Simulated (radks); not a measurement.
Question: The argon ion Ar12+ is in [He] 2s2 2p2. Calculated with a radial shooting solver on a logarithmic mesh with Libxc functionals: scalar-relativistic Kohn-Sham, PBEsol, spin-polarised, spherical densities, finite nucleus; Fermi nuclear charge, rms radius of each element as measured or else 0.836 A^(1/3) + 0.57 fm. Open shells are filled with parallel spins first. One electron is removed from 1s, 2p, 2s in turn, with full relaxation. Which removal costs least, and what does each cost?

Answer: 2p 686.73 eV; 2s 712.74 eV; 1s 3724.9 eV. The 2p electron leaves first.
